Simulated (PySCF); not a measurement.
Computed shifts of a molecule CH₄F₂O₂Si, PBE/pcSseg-1 (PySCF), GIAO, gas phase, atoms alike by connectivity averaged where their shifts nearly agree, in ppm (number of nuclei): ¹³C: 57.1 (1). ²⁹Si: -85.4 (1). ¹⁹F: -182.4 (1), -185.9 (1). ¹H: 4.18 (3), 2.04 (1). References: ¹³C against TMS (σ = 182.0 ppm); ¹⁷O against H2O (σ = 334.3 ppm); ²⁹Si against TMS (σ = 335.4 ppm); ¹⁹F against CFCl3 (σ = 133.6 ppm); ¹H against TMS (σ = 31.49 ppm), references at their B3LYP-D3(BJ)/def2-TZVP geometries, non-relativistic. The structure is a stationary point at PBE0-D3(BJ)/def2-SVP. The values are those of a single conformer.

### Question
Pick the molecule that these values belong to.
(A) O[SiH](O)C(F)F
(B) O[Si](O)(F)CF
(C) CO[Si](O)(F)F

### Answer
C, CO[Si](O)(F)F
